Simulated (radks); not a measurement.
Problem. Neutral neon, [Ne]. Calculated with a radial shooting solver on a logarithmic mesh with Libxc functionals: non-relativistic Kohn-Sham, exchange-only B88, spin-polarised, spherical densities, point nucleus. Every spin shell is full or empty, so the densities are truly spherical. Functionals are evaluated on that one density, not self-consistently. Rank these exchange functionals by their error against the exact value of the orbitals, and give that value: LDA, PBE, PBEsol, RPBE, revTPSS, SCAN, r2SCAN, MS2, MVS.

Solution. Exact: -12.0287 hartree. From best to worst, with 100 (|E| - |E exact|)/|E exact| (equal figures are ties): PBE -0.10, MVS +0.22, revTPSS +0.24, r2SCAN +0.44, SCAN +0.61, RPBE +0.65, MS2 +0.66, PBEsol -3.45, LDA -8.68.
